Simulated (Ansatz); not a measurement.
Geometry optimisation, Ansatz 0.2.0, RKS PBE/def2-SVP.

input.yaml

```yaml
crystal:
  periodic: [false, false, false]
  atoms:
    - { symbol: Ge, position_ang: [0.0384, 0.002942, 0.243598] }
    - { symbol: Ge, position_ang: [-0.160934, -0.15081, 2.643753] }
    - { symbol: H, position_ang: [-1.182608, -1.28437, 2.984066] }
    - { symbol: H, position_ang: [1.218814, -0.507689, 3.279748] }
    - { symbol: H, position_ang: [-0.665034, 1.188113, 3.266876] }
    - { symbol: O, position_ang: [1.720038, -0.380117, -0.34672] }
    - { symbol: H, position_ang: [1.749537, -1.309801, -0.640672] }
    - { symbol: H, position_ang: [-0.387524, 1.362572, -0.363135] }
    - { symbol: H, position_ang: [-0.861203, -1.111367, -0.397127] }
    - { symbol: P, position_ang: [2.205833, 2.592268, 1.130353] }
    - { symbol: H, position_ang: [2.520205, 1.253945, 0.697904] }
    - { symbol: H, position_ang: [1.374224, 2.857848, -0.016186] }
    - { symbol: H, position_ang: [1.101351, 2.194466, 1.945942] }
basis:
  gaussian: { orbitals: def2-SVP }
hamiltonian:
  xc: pbe
relax:
  f_tol: 0.03
  max_steps: 50
output:
  orbitals: {}
```

Command:

```bash
$ ansatz run input.yaml --threads 4 --pin off --max-ram 5120MiB --backend cpu --events-out ev --progress --plain --runs-dir out
```

Task: Where does it end, and by what steps?

Result: The forces met the threshold. The force dipped under the threshold on the way, but the program's further checks kept it going. After 26 steps the energy has fallen by 0.273 eV; H8 moved furthest, 1.48 Å.

| step | energy less start (eV) | largest force component (eV/Å) | accepted |
| --- | --- | --- | --- |
| 0 | 0.0000 | 0.558 | yes |
| 1 | -0.1447 | 0.198 | yes |
| 2 | -0.1690 | 1.124 | yes |
| 3 | -0.1945 | 0.788 | yes |
| 4 | -0.2177 | 0.080 | yes |
| 5 | -0.2278 | 0.135 | yes |
| 6 | -0.2044 | 1.240 | no |
| 7 | -0.2327 | 0.075 | yes |
| 8 | -0.2350 | 0.343 | yes |
| 9 | -0.2384 | 0.103 | yes |
| 10 | -0.2404 | 0.057 | yes |
| 11 | -0.2437 | 0.142 | yes |
| 12 | -0.2464 | 0.110 | yes |
| 13 | -0.2508 | 0.137 | yes |
| 14 | -0.2527 | 0.176 | yes |
| 15 | -0.2567 | 0.177 | yes |
| 16 | -0.2645 | 0.117 | yes |
| 17 | -0.2675 | 0.047 | yes |
| 18 | -0.2658 | 0.209 | no |
| 19 | -0.2683 | 0.019 | yes |
| 20 | -0.2704 | 0.072 | yes |
| 21 | -0.2704 | 0.105 | yes |
| 22 | -0.2716 | 0.077 | yes |
| 23 | -0.2722 | 0.042 | yes |
| 24 | -0.2726 | 0.011 | yes |
| 25 | -0.2730 | 0.013 | yes |
| 26 | -0.2731 | 0.024 | yes |

```xyz
13
Properties=species:S:1:pos:R:3
Ge -0.371 -0.641 0.081
Ge -0.402 -0.342 2.511
H -1.739 -0.856 3.111
H 0.761 -1.146 3.153
H -0.226 1.153 2.879
O 1.237 -0.129 -0.602
H 1.954 -0.693 -0.256
H -1.369 0.293 -0.650
H -0.647 -2.127 -0.311
P 2.954 2.922 1.092
H 2.332 1.804 0.423
H 1.917 3.828 0.664
H 2.273 2.641 2.332
```

Whether the end is a true minimum wasn't checked by a vibrational analysis.

The run took 24 s on 4 threads of Intel(R) Xeon(R) 6975P-C (Granite Rapids), with other jobs on the host, peak memory 0.23 GiB.
